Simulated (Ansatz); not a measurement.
Relaxing a trial structure of C4H7Al

The starting geometry of this gas-phase singlet was optimised with GFN2-xTB; its bonds are those of `C1=C[CH2][AlH][CH2]1`.

```yaml
atoms:
  - { symbol: C, position_ang: [1.2068, 0.7273, 2.1828] }
  - { symbol: C, position_ang: [-0.0007, 1.0374, 2.6549] }
  - { symbol: C, position_ang: [-1.2349, 0.2996, 2.2026] }
  - { symbol: C, position_ang: [1.3965, -0.3760, 1.1733] }
  - { symbol: Al, position_ang: [-0.4497, -0.1725, 0.4206] }
  - { symbol: H, position_ang: [2.0791, 1.2761, 2.5165] }
  - { symbol: H, position_ang: [-0.1142, 1.8396, 3.3739] }
  - { symbol: H, position_ang: [-2.1291, 0.9021, 2.3857] }
  - { symbol: H, position_ang: [-1.3524, -0.6110, 2.8082] }
  - { symbol: H, position_ang: [-1.0173, -0.1970, -1.0148] }
  - { symbol: H, position_ang: [2.3404, -0.2459, 0.6375] }
  - { symbol: H, position_ang: [1.4773, -1.3378, 1.7010] }
```

Task: Predict what becomes of its bonds when it is optimised with PBE-D3(BJ)/def2-SVP.

Result: New bonds form, giving a structure given below by its coordinates. Contacts that close: C1–Al5 (2.58 → 2.23 Å), C2–Al5 (2.58 → 2.23 Å).

The energy falls by 0.35 eV over 19 steps:

```json
{"step": "1", "E − E(last) (eV)": "0.354"}
{"step": "3", "E − E(last) (eV)": "0.213"}
{"step": "5", "E − E(last) (eV)": "0.208"}
{"step": "7", "E − E(last) (eV)": "0.203"}
{"step": "9", "E − E(last) (eV)": "0.183"}
{"step": "11", "E − E(last) (eV)": "0.134"}
{"step": "13", "E − E(last) (eV)": "0.032"}
{"step": "15", "E − E(last) (eV)": "0.003"}
{"step": "17", "E − E(last) (eV)": "0.000"}
{"step": "19", "E − E(last) (eV)": "0.000"}
```

Final geometry (Å):

```xyz
12

C     1.1703    0.7280    2.0013
C    -0.0934    1.0524    2.4956
C    -1.2000    0.0706    2.3825
C     1.3931   -0.5953    1.3682
Al   -0.3539    0.0064    0.5474
H     1.9352    1.5187    1.9231
H    -0.3005    2.0928    2.7976
H    -2.2045    0.4747    2.5898
H    -1.0428   -0.9061    2.8804
H    -0.6421    0.8741   -0.7588
H     2.3400   -0.6923    0.8121
H     1.2004   -1.4822    2.0029
```

Frequencies at the end are all real (lowest 234 cm⁻¹). Run with Ansatz 0.2.0, 23 s on 2 threads of Arm Neoverse V2 (shared host).
